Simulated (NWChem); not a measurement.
System: InH₃O; SMILES [OH][InH2]

The following NWChem deck was run.

```
start job
memory heap 200 mb stack 900 mb global 1100 mb
geometry units angstroms noautoz
  In    -0.031604     0.303871     0.000000
  H     -1.611506     0.973580     0.000000
  H      1.539298     1.018668     0.000000
  O     -0.090887    -1.700672     0.000000
  H      0.783101    -2.106168     0.000000
end
basis spherical
  * library def2-qzvp
end
ecp
  In library def2-ecp
end
dft
  xc xtpss03 ctpss03
  iterations 150
  semidirect filesize 400000000
  mulliken
end
task dft energy
```

Excerpt of the output:

```
             Northwest Computational Chemistry Package (NWChem) 7.3.0
             --------------------------------------------------------

 CS  symmetry detected

                             Geometry "geometry" -> ""
                             -------------------------

 Output coordinates in angstroms (scale by  1.889725989 to convert to a.u.)

  No.       Tag          Charge          X              Y              Z
 ---- ---------------- ---------- -------------- -------------- --------------
    1 In                  49.0000    -0.00529313     0.28436901     0.00000000
    2 H                    1.0000    -1.58465087     0.95536053     0.00000000
    3 H                    1.0000     1.56618870     0.99789033     0.00000000
    4 O                    8.0000    -0.06620363    -1.72012520     0.00000000
    5 H                    1.0000     0.80745485    -2.12633067     0.00000000

 Effective nuclear repulsion energy (a.u.)     151.3390050074

      Symmetry information
      --------------------

 Group name             Cs
 Group number              2
 Group order               2
 No. of unique centers     5

                                 NWChem DFT Module
                                 -----------------

 Summary of "ao basis" -> "ao basis" (spherical)
 ------------------------------------------------------------------------------
       Tag                 Description            Shells   Functions and Types
 ---------------- ------------------------------  ------  ---------------------
 In                        def2-qzvp                22       82   7s6p4d4f1g
 H                         def2-qzvp                10       30   4s3p2d1f
 O                         def2-qzvp                17       57   7s4p3d2f1g

      Symmetry analysis of basis
      --------------------------

        a'        149
        a"         80

            General Information
            -------------------
          SCF calculation type: DFT
          Wavefunction type:  closed shell.
          No. of atoms     :     5
          No. of electrons :    32
           Alpha electrons :    16
            Beta electrons :    16
          Charge           :     0
          Spin multiplicity:     1
          Use of symmetry is: on ; symmetry adaption is: on
          Maximum number of iterations: 150
          AO basis - number of functions:   229
                     number of shells:    69
          Convergence on energy requested:  1.00D-06
          Convergence on density requested:  1.00D-05
          Convergence on gradient requested:  5.00D-04

              XC Information
              --------------
                  TPSS metaGGA Exchange Functional  1.000
             TPSS03 metaGGA Correlation Functional  1.000

             Grid Information
             ----------------
          Grid used for XC integration:  medium
          Radial quadrature: Mura-Knowles
          Angular quadrature: Lebedev.
          Tag              B.-S. Rad. Rad. Pts. Rad. Cut. Ang. Pts.
          ---              ---------- --------- --------- ---------
          In                  1.55      123          10.0       590
          H                   0.35       45          12.0       434
          O                   0.60       49          10.0       434
          Grid pruning is: on
          Number of quadrature shells:   307
          Spatial weights used:  Erf1

      Superposition of Atomic Density Guess
      -------------------------------------

 Sum of atomic energies:        -294.34721508

      Non-variational initial energy
      ------------------------------

 Total energy =    -265.621190
 1-e energy   =    -576.921016
 2-e energy   =     242.112573
 HOMO         =      -0.339031
 LUMO         =      -0.010602

      Symmetry analysis of molecular orbitals - initial
      -------------------------------------------------

  Numbering of irreducible representations:

     1 a'          2 a"

  Orbital symmetries:

     1 a'          2 a'          3 a'          4 a'          5 a"
     6 a'          7 a'          8 a'          9 a'         10 a"
    11 a"         12 a'         13 a'         14 a"         15 a'
    16 a'         17 a"         18 a'         19 a'         20 a'
    21 a'         22 a"         23 a'         24 a'         25 a"
    26 a'

------------------------------------------------------------
EAF file 0: "./job.aoints.0" size=723517440 bytes
------------------------------------------------------------
               write      read    awrite     aread      wait
               -----      ----    ------     -----      ----
     calls:     1380         0         0         0         0
   data(b): 7.24e+08  0.00e+00  0.00e+00  0.00e+00
   time(s): 0.00e+00  0.00e+00  0.00e+00  0.00e+00  0.00e+00
rate(mb/s): 0.00e+00  0.00e+00
------------------------------------------------------------

     ---------------------------------------------
      Total Density - Mulliken Population Analysis
     ---------------------------------------------

    Atom       Charge   Shell Charges
 -----------   ------   -------------------------------------------------------
    1 In  21    19.96   0.63  0.01  1.16  0.19  0.46  0.59  0.13  5.89  0.00  0.23  0.41  0.18  0.03  9.02  0.85  0.13  0.02  0.02  0.01  0.00  0.00  0.01
    2 H    1     1.17   0.10  0.30  0.53  0.23  0.00  0.00  0.01  0.00  0.00  0.00
    3 H    1     1.17   0.10  0.30  0.53  0.23  0.00  0.00  0.01  0.00  0.00  0.00
    4 O    8     9.10   1.07  0.00  0.68  0.21  0.48  1.03  0.38  1.38  1.79  1.61  0.45  0.00  0.00  0.01  0.00  0.00  0.00
    5 H    1     0.60   0.10  0.23  0.17  0.03  0.01  0.02  0.03  0.00  0.01  0.00

   convergence    iter        energy       DeltaE   RMS-Dens  Diis-err
 ---------------- ----- ----------------- --------- --------- ---------
 d= 0,ls=0.0,diis     1   -267.0272363014 -3.36D+02  7.84D-03  9.26D-01
 d= 0,ls=0.0,diis     2   -265.2562025082  1.77D+00  6.79D-03  1.35D+01
 d= 0,ls=0.0,diis     3   -267.1243126473 -1.87D+00  7.42D-04  4.14D-02
 d= 0,ls=0.0,diis     4   -267.1283459813 -4.03D-03  2.63D-04  1.22D-02
 d= 0,ls=0.0,diis     5   -267.1292939418 -9.48D-04  6.11D-05  6.01D-04
  Resetting Diis
 d= 0,ls=0.0,diis     6   -267.1293442277 -5.03D-05  1.37D-05  2.05D-05
 d= 0,ls=0.0,diis     7   -267.1293459731 -1.75D-06  6.35D-06  1.97D-06
 d= 0,ls=0.0,diis     8   -267.1293458621  1.11D-07  3.75D-06  3.24D-06

         Total DFT energy =     -267.129345862113
      One electron energy =     -578.434297054679
           Coulomb energy =      268.456993084514
    Exchange-Corr. energy =      -26.339295018350
 Nuclear repulsion energy =       69.187253126401

 Numeric. integr. density =       32.000029699466

                  Occupations of the irreducible representations
                  ----------------------------------------------

                     irrep           alpha         beta
                     --------     --------     --------
                     a'               12.0         12.0
                     a"                4.0          4.0

                       DFT Final Molecular Orbital Analysis
                       ------------------------------------

 Vector   14  Occ=2.000000D+00  E=-2.828448D-01  Symmetry=a'
              MO Center= -5.2D-01,  4.1D-01,  1.0D-16, r^2= 3.3D+00
   Bfn.  Coefficient  Atom+Function         Bfn.  Coefficient  Atom+Function
  ----- ------------  ---------------      ----- ------------  ---------------
    85      0.262419  2 H  s                 17     -0.190451  1 In px
     8      0.175245  1 In px                84      0.175343  2 H  s
   115     -0.151827  3 H  s                151     -0.130364  4 O  py
    26      0.122183  1 In d -2              86      0.122225  2 H  s
   154     -0.118644  4 O  py               157     -0.114545  4 O  py

 Vector   15  Occ=2.000000D+00  E=-2.581515D-01  Symmetry=a'
              MO Center=  2.9D-01, -8.7D-01,  1.2D-15, r^2= 3.0D+00
   Bfn.  Coefficient  Atom+Function         Bfn.  Coefficient  Atom+Function
  ----- ------------  ---------------      ----- ------------  ---------------
   151      0.225720  4 O  py               157      0.213919  4 O  py
   154      0.205815  4 O  py               115     -0.183938  3 H  s
   150      0.173124  4 O  px               156      0.154289  4 O  px
   153      0.152630  4 O  px               160      0.142402  4 O  py
   114     -0.125005  3 H  s                116     -0.119961  3 H  s

 Vector   16  Occ=2.000000D+00  E=-2.508767D-01  Symmetry=a"
              MO Center= -3.0D-02, -1.6D+00, -1.7D-15, r^2= 9.9D-01
   Bfn.  Coefficient  Atom+Function         Bfn.  Coefficient  Atom+Function
  ----- ------------  ---------------      ----- ------------  ---------------
   152      0.338650  4 O  pz               158      0.307933  4 O  pz
   155      0.306139  4 O  pz               161      0.176914  4 O  pz
    27      0.094395  1 In d -1              19      0.086655  1 In pz
    10     -0.068804  1 In pz                22      0.055471  1 In pz
    16      0.043515  1 In pz               212      0.032593  5 H  pz

 Vector   17  Occ=0.000000D+00  E=-7.560664D-02  Symmetry=a"
              MO Center=  1.7D-02,  4.1D-01,  7.4D-15, r^2= 4.6D+00
   Bfn.  Coefficient  Atom+Function         Bfn.  Coefficient  Atom+Function
  ----- ------------  ---------------      ----- ------------  ---------------
    22      0.449189  1 In pz                19      0.350331  1 In pz
    10     -0.236216  1 In pz                25      0.221728  1 In pz
    16      0.154773  1 In pz               152     -0.104539  4 O  pz
   161     -0.102800  4 O  pz               155     -0.099010  4 O  pz
   158     -0.087493  4 O  pz                42      0.074074  1 In d -1

 Vector   18  Occ=0.000000D+00  E=-4.351179D-02  Symmetry=a'
              MO Center=  1.6D-01, -1.2D-01, -1.2D-14, r^2= 6.0D+00
   Bfn.  Coefficient  Atom+Function         Bfn.  Coefficient  Atom+Function
  ----- ------------  ---------------      ----- ------------  ---------------
     7      0.672692  1 In s                116     -0.598965  3 H  s
    86     -0.512120  2 H  s                  6      0.463679  1 In s
    24     -0.337138  1 In py                 5      0.291720  1 In s
     3     -0.264450  1 In s                 21      0.235506  1 In py
   203      0.220474  5 H  s                148     -0.166061  4 O  s

 Vector   19  Occ=0.000000D+00  E=-9.809390D-03  Symmetry=a'
              MO Center=  3.8D-01,  3.9D-01,  1.9D-15, r^2= 7.7D+00
   Bfn.  Coefficient  Atom+Function         Bfn.  Coefficient  Atom+Function
  ----- ------------  ---------------      ----- ------------  ---------------
     6      1.367158  1 In s                 24      0.527814  1 In py
    86     -0.408621  2 H  s                116     -0.336778  3 H  s
    45     -0.282172  1 In d  2              85     -0.264338  2 H  s
   203     -0.262137  5 H  s                115     -0.249461  3 H  s
   149     -0.178679  4 O  s                 23     -0.172199  1 In px

------------------------------------------------------------
EAF file 0: "./job.aoints.0" size=1032847360 bytes
------------------------------------------------------------
               write      read    awrite     aread      wait
               -----      ----    ------     -----      ----
     calls:     1970         7         0     13783     13783
   data(b): 1.03e+09  3.67e+06  0.00e+00  7.23e+09
   time(s): 0.00e+00  0.00e+00  0.00e+00  0.00e+00  0.00e+00
rate(mb/s): 0.00e+00  0.00e+00
------------------------------------------------------------

     ---------------------------------------------
      Total Density - Mulliken Population Analysis
     ---------------------------------------------

    Atom       Charge   Shell Charges
 -----------   ------   -------------------------------------------------------
    1 In  21    20.24   0.63  0.02  1.18  0.17  0.57  0.48  0.08  5.94 -0.02  0.30  0.55  0.22  0.03  8.91  0.89  0.19  0.04  0.02  0.03  0.00  0.00  0.01
    2 H    1     1.17   0.10  0.32  0.54  0.18  0.00  0.00  0.02  0.00  0.00  0.00
    3 H    1     1.17   0.10  0.32  0.54  0.18  0.00  0.00  0.02  0.00  0.00  0.00
    4 O    8     8.63   1.07  0.00  0.67  0.22  0.48  0.98  0.43  1.26  1.50  1.46  0.53  0.00  0.00  0.01  0.00  0.00  0.00
    5 H    1     0.79   0.12  0.33  0.20  0.03  0.01  0.03  0.06  0.00  0.01  0.00

     -------------------------------------------
      Total Density - Lowdin Population Analysis
     -------------------------------------------

    Atom       Charge   Shell Charges
 -----------   ------   -------------------------------------------------------
    1 In  21    20.63   0.59  0.36  0.60  0.41  0.34  0.35  0.19  3.20  2.30  0.65  0.62  0.41  0.10  8.17  1.46  0.43  0.17  0.04  0.18  0.00  0.00  0.07
    2 H    1     1.16   0.11  0.30  0.39  0.25  0.00  0.01  0.06  0.00  0.03  0.00
    3 H    1     1.16   0.11  0.30  0.39  0.25  0.00  0.01  0.07  0.00  0.03  0.00
    4 O    8     7.62   0.62  0.53  0.54  0.32  0.37  0.49  0.29  1.12  1.44  1.22  0.62  0.00  0.00  0.05  0.00  0.01  0.00
    5 H    1     1.43   0.13  0.30  0.21  0.08  0.01  0.13  0.34  0.01  0.19  0.04

     Multipole analysis of the density
     ---------------------------------

     L   x y z        total         alpha         beta         nuclear
     -   - - -        -----         -----         ----         -------
     0   0 0 0      0.000000    -16.000000    -16.000000     32.000000

     1   1 0 0      0.463853      0.091890      0.091890      0.280072
     1   0 1 0      0.485121      7.765874      7.765874    -15.046626
     1   0 0 1     -0.000000     -0.000000     -0.000000      0.000000

     2   2 0 0    -24.021570    -22.102078    -22.102078     20.182586
     2   1 1 0     -2.530603      0.142636      0.142636     -2.815875
     2   1 0 1     -0.000000     -0.000000     -0.000000      0.000000
     2   0 2 0    -25.039516    -69.297193    -69.297193    113.554870
     2   0 1 1      0.000000      0.000000      0.000000      0.000000
     2   0 0 2    -20.771267    -10.385634    -10.385634      0.000000
```

Level: TPSS/def2-QZVP with def2 effective core potentials on In. Coordinates come from a PBE0/def2-SVP optimisation. def2 effective core potentials on In; no spin-orbit coupling.
